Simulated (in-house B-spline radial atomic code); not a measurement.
Computed with a B-spline radial atomic code. Model: two electrons, singlet ground state, non-relativistic, full CI in B-splines with partial waves to l = 8 (at full coupling up to 3e-4 hartree above the limit, correlation up to 0.6 % small), density held at that of full coupling by Lieb maximisation.

Along the adiabatic connection the electron repulsion is scaled by a coupling λ while a local potential keeps the density fixed. At λ = 0 the system is the Kohn-Sham one and W equals the exchange energy; the exchange-correlation energy is the area under W between 0 and 1. The kinetic energy rises with λ as the electrons avoid each other, with dT/dλ = −λ dW/dλ.

Command:
```bash
python run_ac.py task.json out
```
Settings (lengths in bohr, energies in hartree):
```
potential              dot
strength               0.897
lmax                   8
second                 0.3
```

Time taken, with all properties: 14 s on 1 thread of Intel(R) Xeon(R) Processor @ 2.30GHz (shared host).

**W = mean repulsion less Hartree energy, and W of three functionals.**

Given: confinement charge in harmonic well; well frequency 0.897 hartree; nuclear charge 0.3; external potential omega^2 r^2/2 - Z/r.

Computed: LDA exchange minus exact 109.69 millihartree; PBE exchange minus exact 32.141 millihartree.

```json
{"coupling": "0", "W xc (hartree)": "-0.75119", "W xc minus exchange (millihartree)": "0", "kinetic minus Kohn-Sham (millihartree)": "0", "LDA (PW92) W minus its exchange (millihartree)": "0", "PBE W minus its exchange (millihartree)": "0", "SCAN W minus its exchange (millihartree)": "0"}
{"coupling": "0.02", "W xc (hartree)": "-0.75313", "W xc minus exchange (millihartree)": "-1.939", "kinetic minus Kohn-Sham (millihartree)": "0.02", "LDA (PW92) W minus its exchange (millihartree)": "-11.28", "PBE W minus its exchange (millihartree)": "-2.98", "SCAN W minus its exchange (millihartree)": "-1.89"}
{"coupling": "0.05", "W xc (hartree)": "-0.75599", "W xc minus exchange (millihartree)": "-4.802", "kinetic minus Kohn-Sham (millihartree)": "0.12", "LDA (PW92) W minus its exchange (millihartree)": "-22.82", "PBE W minus its exchange (millihartree)": "-7.31", "SCAN W minus its exchange (millihartree)": "-4.64"}
{"coupling": "0.12", "W xc (hartree)": "-0.76247", "W xc minus exchange (millihartree)": "-11.277", "kinetic minus Kohn-Sham (millihartree)": "0.67", "LDA (PW92) W minus its exchange (millihartree)": "-43.04", "PBE W minus its exchange (millihartree)": "-16.78", "SCAN W minus its exchange (millihartree)": "-10.78"}
{"coupling": "0.25", "W xc (hartree)": "-0.77378", "W xc minus exchange (millihartree)": "-22.588", "kinetic minus Kohn-Sham (millihartree)": "2.75", "LDA (PW92) W minus its exchange (millihartree)": "-70.66", "PBE W minus its exchange (millihartree)": "-32.48", "SCAN W minus its exchange (millihartree)": "-21.4"}
{"coupling": "0.4", "W xc (hartree)": "-0.78577", "W xc minus exchange (millihartree)": "-34.58", "kinetic minus Kohn-Sham (millihartree)": "6.63", "LDA (PW92) W minus its exchange (millihartree)": "-95.07", "PBE W minus its exchange (millihartree)": "-48.29", "SCAN W minus its exchange (millihartree)": "-32.61"}
{"coupling": "0.6", "W xc (hartree)": "?", "W xc minus exchange (millihartree)": "?", "kinetic minus Kohn-Sham (millihartree)": "?", "LDA (PW92) W minus its exchange (millihartree)": "?", "PBE W minus its exchange (millihartree)": "?", "SCAN W minus its exchange (millihartree)": "?"}
{"coupling": "0.8", "W xc (hartree)": "-0.81308", "W xc minus exchange (millihartree)": "-61.895", "kinetic minus Kohn-Sham (millihartree)": "22.82", "LDA (PW92) W minus its exchange (millihartree)": "-142.1", "PBE W minus its exchange (millihartree)": "-82.47", "SCAN W minus its exchange (millihartree)": "-58.34"}
{"coupling": "1", "W xc (hartree)": "-0.82464", "W xc minus exchange (millihartree)": "-73.447", "kinetic minus Kohn-Sham (millihartree)": "33.19", "LDA (PW92) W minus its exchange (millihartree)": "-160.05", "PBE W minus its exchange (millihartree)": "-96.5", "SCAN W minus its exchange (millihartree)": "-69.4"}
{"coupling": "1.4", "W xc (hartree)": "-0.84445", "W xc minus exchange (millihartree)": "-93.263", "kinetic minus Kohn-Sham (millihartree)": "56.84", "LDA (PW92) W minus its exchange (millihartree)": "-189.44", "PBE W minus its exchange (millihartree)": "-120.38", "SCAN W minus its exchange (millihartree)": "-88.76"}
{"coupling": "2", "W xc (hartree)": "-0.86793", "W xc minus exchange (millihartree)": "-116.74", "kinetic minus Kohn-Sham (millihartree)": "96.44", "LDA (PW92) W minus its exchange (millihartree)": "-223.02", "PBE W minus its exchange (millihartree)": "-148.8", "SCAN W minus its exchange (millihartree)": "-112.48"}
{"coupling": "3", "W xc (hartree)": "-0.89613", "W xc minus exchange (millihartree)": "-144.94", "kinetic minus Kohn-Sham (millihartree)": "166.04", "LDA (PW92) W minus its exchange (millihartree)": "-262.97", "PBE W minus its exchange (millihartree)": "-183.84", "SCAN W minus its exchange (millihartree)": "-142.25"}
{"coupling": "4.5", "W xc (hartree)": "-0.9239", "W xc minus exchange (millihartree)": "-172.71", "kinetic minus Kohn-Sham (millihartree)": "268.58", "LDA (PW92) W minus its exchange (millihartree)": "-303.17", "PBE W minus its exchange (millihartree)": "-220.1", "SCAN W minus its exchange (millihartree)": "-172.89"}
{"coupling": "7", "W xc (hartree)": "?", "W xc minus exchange (millihartree)": "?", "kinetic minus Kohn-Sham (millihartree)": "?", "LDA (PW92) W minus its exchange (millihartree)": "?", "PBE W minus its exchange (millihartree)": "?", "SCAN W minus its exchange (millihartree)": "?"}
{"coupling": "10", "W xc (hartree)": "-0.97153", "W xc minus exchange (millihartree)": "-220.34", "kinetic minus Kohn-Sham (millihartree)": "591.35", "LDA (PW92) W minus its exchange (millihartree)": "-377.46", "PBE W minus its exchange (millihartree)": "-288.91", "SCAN W minus its exchange (millihartree)": "-226"}
```

Problem. What belongs in the row 0.6?

Solution. W xc (hartree): -0.8002; W xc minus exchange (millihartree): -49.012; kinetic minus Kohn-Sham (millihartree): 13.82; LDA (PW92) W minus its exchange (millihartree): -120.94; PBE W minus its exchange (millihartree): -66.58; SCAN W minus its exchange (millihartree): -46.14.

Problem. What belongs in the row 7?

Solution. W xc (hartree): -0.9517; W xc minus exchange (millihartree): -200.51; kinetic minus Kohn-Sham (millihartree): 425.19; LDA (PW92) W minus its exchange (millihartree): -345.46; PBE W minus its exchange (millihartree): -259.04; SCAN W minus its exchange (millihartree): -204.2.

Problem. What is the SCAN exchange minus exact?

Solution. 3.2619 millihartree.

**Energy parts, natural occupations and partial-wave weights.**

Computed: total energy 2.7603 hartree; exchange energy -0.75119 hartree; correlation energy -0.040253 hartree; kinetic part of the DFT correlation energy 0.033194 hartree; initial slope twice GL2 -0.097541 hartree; kinetic part over minus potential part 0.45194; Lieb Oxford ratio E_xc over LDA exchange 1.2337.

```
natural  occupation of the shell (electrons)
      s                               1.9735
      p                             0.023512
      s                                    ?
      d                            0.0007605
      p                           0.00019345
      f                           9.1957e-05
```

Problem. What belongs in the row s?

Solution. occupation of the shell (electrons): 0.0018242.

| wave | weight |
| --- | --- |
| s | 0.98767 |
| p | 0.011858 |
| d | ? |
| f | 5.0976e-05 |
| g | 1.1335e-05 |

Problem. What belongs in the row d?

Solution. weight: 0.0003992.

Problem. What is the Hartree energy?

Solution. 1.5024 hartree.

Problem. What is the Kohn-Sham kinetic?

Solution. 1.3232 hartree.

Half-way to full coupling W has made 57 % of its drop, against 50 % for a straight line, and second-order (GL2) theory, half the initial slope, overshoots the correlation energy by about 21 %: a moderate bend, as in light atoms. Over couplings 0 to 1 the errors in E_xc come to about +49 millihartree for LDA, +18 millihartree for PBE, +5.5 millihartree for SCAN, so SCAN is nearest. In LDA and PBE the errors of exchange and correlation have opposite signs, so the sum is smaller than the larger of the two.
